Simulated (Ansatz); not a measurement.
Isolated molecules relaxed with PBE0-D4/def2-TZVP in Ansatz; ΔE leaves out vibrations. CCSD(T)/CBS adds triple-zeta CCSD(T) − MP2 to the extrapolated MP2 energy (def2 sets, frozen cores). DFT in def2-TZVPP. Elements past krypton have def2 core potentials. For Br, Ga, In outer-core shells are correlated without core-valence functions, which leaves a few kJ/mol of doubt a bond. Scalar relativity is left out up to krypton. One conformer a species, not always the lowest.

`[SiH3][O][In]([SH])[Br]` + `[NH2][Ga]([Cl])[Cl]` → `[SiH3][O][In]([SH])[Cl]` + `[NH2][Ga]([Cl])[Br]`  (redistribution)

Q: Is it downhill or uphill in electronic energy at CCSD(T)/CBS, and by how much? (Best estimate.)

A: Computed: Uphill: ΔE = +0.10 eV.

Q: What do these levels give: r2SCAN-D4, ωB97X-V, B2PLYP, CCSD/def2-TZVPP, HF/def2-QZVPP, HF/CBS(def2)? (An estimate is asked.)

A: The calculation gave: r2SCAN-D4 0.09, ωB97X-V 0.09, B2PLYP 0.09, CCSD/def2-TZVPP 0.09, HF/def2-QZVPP 0.10, HF/CBS(def2) 0.10 eV.

Largest T1 diagnostic among the species: 0.014.
